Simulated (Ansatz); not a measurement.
Single points on Sn₆S₁₂.

```yaml
crystal:
  periodic: [false, false, false]
  atoms:
    - {symbol: Sn, position_ang: [0.651881, 3.600050, -0.300721]}
    - {symbol: Sn, position_ang: [-0.280516, -3.174195, 3.485066]}
    - {symbol: Sn, position_ang: [0.783738, -3.547549, -0.025743]}
    - {symbol: Sn, position_ang: [-1.694837, -0.090087, -1.618169]}
    - {symbol: Sn, position_ang: [2.556578, 0.620100, -1.964989]}
    - {symbol: Sn, position_ang: [0.222184, 0.073113, 1.261248]}
    - {symbol: S, position_ang: [-2.073792, -1.182552, 0.915971]}
    - {symbol: S, position_ang: [-1.255350, -0.922750, 4.243858]}
    - {symbol: S, position_ang: [0.436347, 3.248780, -3.109089]}
    - {symbol: S, position_ang: [2.151051, 1.554004, 0.490802]}
    - {symbol: S, position_ang: [2.438866, 3.544351, -2.431259]}
    - {symbol: S, position_ang: [-3.255832, -0.727895, -3.117806]}
    - {symbol: S, position_ang: [-1.389533, 1.798810, 0.022569]}
    - {symbol: S, position_ang: [-1.690845, -3.230515, 0.985917]}
    - {symbol: S, position_ang: [-0.016771, 0.653163, 3.667643]}
    - {symbol: S, position_ang: [1.530272, -2.069520, 2.020164]}
    - {symbol: S, position_ang: [0.270659, 1.140069, -3.271625]}
    - {symbol: S, position_ang: [0.615911, -1.287377, -1.253846]}
basis:
  gaussian: {orbitals: def2-SVP, initial_orbitals: start.molden}
hamiltonian: {xc: pbe}
correlation: {method: rpa}
scf: {omitted_lower_state_checks: [starts]}
```

The file start.molden holds the orbitals of an earlier run on this structure, at another level or in another basis.

```sh
$ ansatz run in.yaml --threads 2 --pin off --events-out ev --progress --plain --max-ram 22528MiB --backend cuda --devices 0, --max-vram 18GiB
```

Shortened log:

```
Functional definition: PBE
3955 factors; integrals over basis functions are off by at most 1.1e-3 eV
mean field evaluation 1: about -164932.2236 eV, gradient 4.7e1 eV
mean field evaluation 2: about -164933.3613 eV, gradient 1.8e0 eV
mean field evaluation 4: about -164933.3850 eV, gradient 2.0e-1 eV
mean field evaluation 8: about -164933.3851 eV, gradient 2.0e-5 eV
mean field -164933.38511635 eV, -6061.1901071620 hartree, gradient 1.0e-6 eV, S^2 0.000000; 0 other end points of the search recorded, 0 dependent functions left out
84 core orbitals not correlated: weight in the atoms' cores, before any rotation towards them, 1.000 or more for the frozen orbitals, at most 0.000 for the correlated occupied ones
reference -164605.35682324 eV, -6049.1352897360 hartree; 78, 78 occupied and 210, 210 virtual orbitals, 3955 factors
Total energy: -164700.74880088 eV, -6052.6408802551 hartree
Checks for a lower state left out: starts
```

Run time 7.5 s (2 threads of AMD EPYC 7R13 on a shared host and a share (18 GiB) of an NVIDIA H100 80GB HBM3), peak host memory 2.2 GiB.

Geometry: PBE-D4/def2-SVP.

In the def2 sets Sn takes a core potential; there is no spin–orbit coupling. Correlated methods freeze 84 core orbitals; core or outer-core shells of Sn are correlated, in sets that lack core-valence functions. Another isomer (singlet) lies 1.03 eV lower at PBE0-D4/def2-TZVP; other spin states weren't run for this one.
